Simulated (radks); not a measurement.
The numbers below are computed, except where a source is named.
Task: The table gives one normalised radial function P(r) = r R(r) of Tl in [Hg] 6p1 (r in bohr). Level of theory: scalar-relativistic Kohn-Sham, LDA (Slater exchange, VWN5 correlation), spin-polarised, spherical densities, point nucleus; open shells are filled with parallel spins first (spin-orbit coupling, left out, can overturn this in heavy ions); hard spherical wall at 1.5 bohr (a radial shooting solver on a logarithmic mesh with Libxc functionals).

| r | P |
|---|---|
| 0.002141 | 0.0000 |
| 0.002414 | 0.0000 |
| 0.002743 | 0.0000 |
| 0.003093 | 0.0000 |
| 0.003488 | 0.0000 |
| 0.003964 | 0.0000 |
| 0.004469 | 0.0000 |
| 0.00508 | 0.0000 |
| 0.005727 | 0.0000 |
| 0.006509 | 0.0000 |
| 0.007339 | 0.0000 |
| 0.008341 | 0.0001 |
| 0.009405 | 0.0001 |
| 0.01069 | 0.0001 |
| 0.01205 | 0.0002 |
| 0.0137 | 0.0004 |
| 0.01544 | 0.0006 |
| 0.01741 | 0.0008 |
| 0.01979 | 0.0013 |
| 0.02231 | 0.0020 |
| 0.02536 | 0.0032 |
| 0.02859 | 0.0048 |
| 0.0325 | 0.0074 |
| 0.03664 | 0.0110 |
| 0.04165 | 0.0166 |
| 0.04696 | 0.0242 |
| 0.05337 | 0.0358 |
| 0.06017 | 0.0510 |
| 0.06784 | 0.0719 |
| 0.07711 | 0.1021 |
| 0.08694 | 0.1395 |
| 0.09881 | 0.1910 |
| 0.1114 | 0.2515 |
| 0.1266 | 0.3298 |
| 0.1428 | 0.4153 |
| 0.1623 | 0.5167 |
| 0.183 | 0.6162 |
| 0.2079 | 0.7188 |
| 0.2344 | 0.8013 |
| 0.2665 | 0.8613 |
| 0.3004 | 0.8784 |
| 0.3387 | 0.8463 |
| 0.385 | 0.7484 |
| 0.4341 | 0.5925 |
| 0.4934 | 0.3588 |
| 0.5563 | 0.0834 |
| 0.6322 | -0.2555 |
| 0.7128 | -0.5928 |
| 0.8102 | -0.9364 |
| 0.9134 | -1.1930 |
| 1.038 | -1.3183 |
| 1.171 | -1.2035 |
| 1.33 | -0.7408 |
| 1.5 | 0.0000 |

Which n and l does it have? It may be an empty orbital.

Result: n = 5, l = 3: the number of nodes gives n - l - 1 = 1, the rise at small r (about r^(l+1), flatter next to the nucleus through relativity) gives l, and the extent must fit the shell. The curve is that of 5f up; the table hardly tells the two spins apart. 5f up (empty): eigenvalue 242.35 eV, 1 radial node at r = 0.575 bohr, <r> = 0.903 bohr, 90 % of the charge inside 1.25 bohr.
